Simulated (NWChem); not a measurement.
Molecule: CuH₂OBr; SMILES [Cu]([Br])<-[OH2]

```xyz
5

Cu     0.0017     0.7687    -0.0300
Br    -0.0005    -1.4411     0.0047
O     -0.0023     2.7294    -0.0083
H      0.7642     3.1592     0.3908
H     -0.7790     3.1511     0.3795
```
Atoms are numbered in this order, from 1.

All runs: NWChem. The geometry was optimised at PBE0/def2-SVP. Ions are spin-unrestricted doublets at the neutral geometry; other ion states weren't tried.

For level PBE/def2-SVP:

```yaml
vertical ionisation energy, ΔSCF (eV): 8.27
"−ε(HOMO) (eV)": 4.51
```

Problem. How do the values read with level CAM-B3LYP/def2-SVP instead?

Solution. The vertical ionisation energy, ΔSCF (eV) is 8.63 and the −ε(HOMO) (eV) comes out as 7.33.
